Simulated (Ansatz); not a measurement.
Pd2H⁻. Charge -1, multiplicity 3. Geometry r2SCAN-D4/def2-TZVPD; atoms count from 1.

```xyz
3

Pd   -1.121   -1.035   -1.211
Pd    0.611   -0.223    0.358
H     0.510    1.257    0.852
```

In the def2 sets Pd takes a core potential; there is no spin–orbit coupling. The highest occupied level of the charge -1 triplet lies above zero (up to 0.13 eV). It is a level of α spin, whose loss leaves a doublet; that state wasn't run at this geometry and level. The electron is either unbound and held by the finite basis, or the level is raised by self-interaction error. At PBE0-D4/def2-TZVPD a singlet of charge -1 lies 0.29 eV below the triplet, each at its own geometry. The structure comes from a short search, and lower isomers may exist.

(1) Estimate the Mulliken populations from the PBE0/def2-TZVPD orbitals of Ansatz.

(2) Where does the spin sit?

(3) And the Mayer bond orders between bonded heavy atoms (over 0.3)?

## Answers

(1) 
| atom | charge (e) | spin (α − β) | d electrons |
| --- | --- | --- | --- |
| Pd1 | -0.31 | 1.36 | 9.30 |
| Pd2 | -0.77 | 0.53 | 9.24 |
| H3 | 0.08 | 0.11 | – |
Mulliken values and Mayer orders depend strongly on the basis. With diffuse functions, as here, like atoms can get unlike values, and bond orders can come out too low or too high.

(2) Summed by element: Pd 1.89, H 0.11, of 2 unpaired in all. Largest on single atoms: Pd1 1.36, Pd2 0.53, H3 0.11.

(3) Pd1–Pd2 1.13 (2.47 Å).
